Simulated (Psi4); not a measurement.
BiI3, triplet, at a GFN2-xTB geometry (such geometries of metal compounds can be far from the true shape) (a higher spin typed on purpose: for a closed-shell molecule this is an excited state) (core potentials on Bi, I). Base run: Psi4 with CAM-B3LYP/def2-TZVP.

Input for Psi4:
```
memory 2 GB

molecule {
0 3
Bi   -0.19221900   -0.15333299   -0.01028998
I     0.91037393   -2.89185738    0.04799698
I     2.00172748    1.59677686    0.10715770
I    -2.61107920    1.53520576   -0.13904017
}

set {
  basis def2-tzvp
  reference uks
}

energy('cam-b3lyp')
print_variables()
```

The base run was repeated with changes; each row names its change, and settings that it needs were set with it.

| change | ΔE vs base (eV) | point group used | SCF cycles |
|---|---|---|---|
| base | 0.00 | c1 | 15 |
| molecule keys = no_reorient | 0.00 | c1 | 15 |
| molecule keys = symmetry c1 | 0.00 | c1 | 15 |
| molecule keys = symmetry c1, no_reorient, no_com | 1.01 | c1 | 29 |
| jitter_ang = 0.002 | 0.00 | c1 | 15 |

Open shells are given as the SCF converged; they aren't shown to be the lowest states, and a large step between rows can be another state.
